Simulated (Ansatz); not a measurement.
C3H9AlO, relaxed with RKS PBE-D4/def2-SVP in Ansatz from a rough embedded geometry. The force threshold is 0.03 eV/Å; the program also tests the step.

Total charge 0; spin multiplicity 1. The bonds changed during the relaxation, so this is another structure than the one it started from.

Start:

```xyz
14

C     1.859    0.415   -0.167
C     0.371    0.511   -0.162
O    -0.044    0.778   -1.456
C    -0.277   -0.826    0.319
Al   -2.199   -0.769    0.614
H     2.271    0.315    0.867
H     2.274    1.434   -0.535
H     2.224   -0.332   -0.830
H     0.057    1.337    0.477
H    -0.909    1.280   -1.430
H     0.049   -1.637   -0.400
H     0.222   -1.079    1.300
H    -3.109   -0.405   -0.626
H    -2.788   -1.020    2.028
```

How much energy does the relaxation release, and in how many steps? (An estimate is asked.)

The calculation gave: 107.20 kJ/mol, in 25 steps, 1 of them rejected.

Which bonds change most? (Estimate.)

Computed: O3–Al5 from 3.365 to 2.020 Å; C2–O3 from 1.385 to 1.513 Å; C4–Al5 from 1.945 to 2.022 Å; Al5–H14 from 1.552 to 1.607 Å.

Give the relaxed structure. (Best estimate.)

Computed: 
```xyz
14

C     1.741    0.260   -0.514
C     0.363    0.478    0.082
O    -0.661    0.351   -1.023
C    -0.146   -0.539    1.096
Al   -1.944   -0.647    0.176
H     2.506    0.363    0.282
H     1.979    0.996   -1.311
H     1.820   -0.760   -0.940
H     0.263    1.514    0.475
H    -0.754    1.160   -1.563
H     0.445   -1.477    1.069
H    -0.136   -0.143    2.129
H    -3.061    0.433    0.611
H    -2.415   -1.990   -0.570
```
